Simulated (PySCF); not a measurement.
**Electron correlation in B (boron, neutral)**

[He] 2s2 2p1, 2P determinant. Calculation: PySCF 2.14, in def2-TZVP (5s3p2d1f, 31 functions); the non-relativistic Hamiltonian (point nucleus). Frozen: 1s2; 3 electrons correlated.

MP2 pair energies summed by pair of shells (mhartree):

```json
{"pair": "2s-2s", "energy": "-24.40", "share (%)": "56.1"}
{"pair": "2s-2p", "energy": "-19.10", "share (%)": "43.9"}
```

Total MP2 correlation energy: -43.50 mhartree.

Same-spin part -3.13 and opposite-spin part -40.38 mhartree; SCS-MP2 scales them by 1/3 and 6/5 to -49.49 mhartree.

```tsv
level	correlation energy (mhartree)
CCSD	-64.26
(T)	-1.31
CCSD(T)	-65.57
```

Diagnostics: T1 = 0.014, D1 = 0.0259, largest double amplitude 0.107.

Q: Is a single reference adequate?

A: Mostly. T1 lies below 0.03, but a double amplitude of this size points to a near-degeneracy that CCSD handles and MP2 describes poorly.
